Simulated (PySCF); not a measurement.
## Polarisability and C₆ of I (iodine, neutral)

[Kr] 4d10 5s2 5p5, 2P determinant. Calculation: PySCF 2.14, in x2c-TZVPPall with one added diffuse shell each of s, p, d, f type (9s7p5d3f, 76 functions); scalar relativity by spin-free X2C-1e. Coupled (time-dependent) response in atomic units; α is the mean over directions.

```csv
method,mean α (bohr³),"α xx, yy, zz",C₆ (like pair),S(−4)
wB97X-V,31.95,"29.61, 33.13, 33.13",345.1,203.6
```

S(−4) is the Cauchy moment in α(ω) = α(0) + S(−4) ω² + …

Reference α: 32.9 ± 1.3 bohr³ (recommended; Schwerdtfeger and Nagle, table of static dipole polarizabilities (2023 update)). Published C₆: 385.0 (Chu and Dalgarno (2004); Tang, Norbeck and Certain (1976)).

Spin-orbit coupling is absent.

α(iu) at wB97X-V:

| u (hartree) | α(iu) (bohr³) |
| --- | --- |
| 0 | 31.95 |
| 0.0500 | 31.45 |
| 0.100 | 30.07 |
| 0.200 | 25.79 |
| 0.300 | 21.19 |
| 0.500 | 14.13 |
| 0.750 | 9.035 |
| 1.00 | 6.240 |
| 1.50 | 3.556 |
| 2.00 | 2.366 |
| 3.00 | 1.331 |
| 5.00 | 0.6292 |

A single London oscillator, α(iu) = α/(1 + u²/ω²), gives C₆ = (3/4) ω α². Matching the computed C₆ needs ω = 4 × 345.1 / (3 × 31.95²) = 0.451 hartree.

The components differ because the open shell of this determinant is not spherical; for a pure term their mean is the scalar polarisability.
